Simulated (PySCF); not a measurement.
# Atomic charges by several schemes

Species: C5H2ClFOS.
Z-matrix (Å and degrees, GFN2-xTB geometry), rows numbered from 1:
```
O 
C   1  1.1849
F   2  1.3726  1  119.31
C   2  1.4395  1  129.73  3   179.99
S   4  1.7345  2  122.05  1  -179.91
C   5  1.7068  4   91.07  2   179.97
C   6  1.3625  5  113.20  4     0.03
C   4  1.3858  2  127.03  1     0.07
Cl  8  1.7006  4  123.60  2     0.02
H   6  1.0725  5  119.48  4  -179.99
H   7  1.0738  6  124.50  5   179.99
```

Density: PBE0/pcSseg-1 (PySCF); schemes: Mulliken, IAO, Hirshfeld and ESP-fitted. One conformer (not necessarily the lowest) at the GFN2-xTB geometry, without solvent, vibrations or thermal averaging.

Problem. For which atoms does the sign change between the 4 schemes (beyond +0.03 e in one, beyond −0.03 e in another)?

Solution. C7.

Problem. At which atom do the 4 schemes differ most?

Solution. At C2: from +0.207 (Hirshfeld) to +0.701 e (Mulliken), 0.494 e apart.

Problem. Give the atomic charges in each scheme.

Solution. In e:

```
atom                        environment  Mulliken     IAO  Hirshfeld  ESP-fitted
  O1                    carbonyl oxygen    -0.335  -0.380     -0.225      -0.432
  C2                 acyl halide carbon    +0.701  +0.596     +0.207      +0.651
  F3                      acyl fluorine    -0.289  -0.301     -0.105      -0.232
  C4        substituted aromatic carbon    -0.485  -0.260     -0.071      -0.128
  S5              thiophene-type sulfur    +0.401  +0.413     +0.149      +0.093
  C6  aromatic CH next to a ring sulfur    -0.243  -0.289     -0.054      -0.178
  C7                 aromatic CH carbon    +0.069  -0.186     -0.071      -0.212
  C8               aromatic C–Cl carbon    -0.054  -0.010     +0.014      +0.017
 Cl9                      aryl chlorine    -0.015  +0.046     +0.020      +0.008
 H10                  aromatic hydrogen    +0.145  +0.189     +0.069      +0.222
 H11                  aromatic hydrogen    +0.105  +0.182     +0.066      +0.191
```

Mean size of the charges over all atoms: IAO 0.259 e, Mulliken 0.258 e, ESP-fitted 0.215 e, Hirshfeld 0.096 e. Each set sums to the total charge, 0, to within 0.001 e. The IAO scheme projects the occupied orbitals on a minimal set of polarised atomic orbitals and counts the electrons in each atom's part of it. The Hirshfeld scheme weights the molecular density at each point by an atom's share of the summed free-atom densities.

Problem. How closely do the schemes follow one another over all atoms?

Solution. Correlation coefficient and root-mean-square difference: IAO with Hirshfeld 0.96, 0.195 e; Mulliken with IAO 0.94, 0.115 e; Hirshfeld with ESP-fitted 0.93, 0.175 e; IAO with ESP-fitted 0.93, 0.116 e; Mulliken with Hirshfeld 0.88, 0.232 e; Mulliken with ESP-fitted 0.84, 0.176 e.

Problem. Sum the charges by element, for elements with more than one atom.

Solution. 
```
element  atoms  Mulliken     IAO  Hirshfeld  ESP-fitted
      C      5    -0.012  -0.149     +0.025      +0.150
      H      2    +0.250  +0.371     +0.135      +0.413
```

Problem. How many electrons does the ESP-fitted scheme count on S5?

Solution. Z − q = 16 − (+0.093) = 15.907.

These values come from a run that also computed NMR shieldings. Time: 29 s. Hardware: an x86-64 server with one thread, no GPU, shared host.
